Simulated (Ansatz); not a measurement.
```yaml
atoms:
  - { symbol: Si, position_ang: [0.0000, 0.0000, 0.0000] }
  - { symbol: H, position_ang: [0.0000, 0.0000, 3.9760] }
```

Basis set: pcseg-2 (spherical functions). Charge 0, multiplicity 2.

Computed with Ansatz (development build ahead of 0.2.0); each method stands on the lowest determinant of its kind that the runs found. Restricted functionals stand beside restricted open-shell atoms, which can lie above the unrestricted atoms usual in DFT and then raise those values.

(1) Give the atomization energy at this shape (free ground-state atoms in the same class of orbitals less the molecule, no zero-point energy) of doublet SiH in separate pieces by PBE (restricted open-shell), ROHF.

## Answers

(1)

```csv
method,atomization energy
PBE (restricted open-shell),-19.24 kcal/mol
ROHF,-35.96 kcal/mol
```

Caution: stretched shape with no unrestricted run beside it, a lower state can exist; the shape is not the minimum. Caution for PBE (restricted open-shell): charge can spread falsely over distant fragments. Caution for ROHF: the molecule lies well above its atoms at this level.
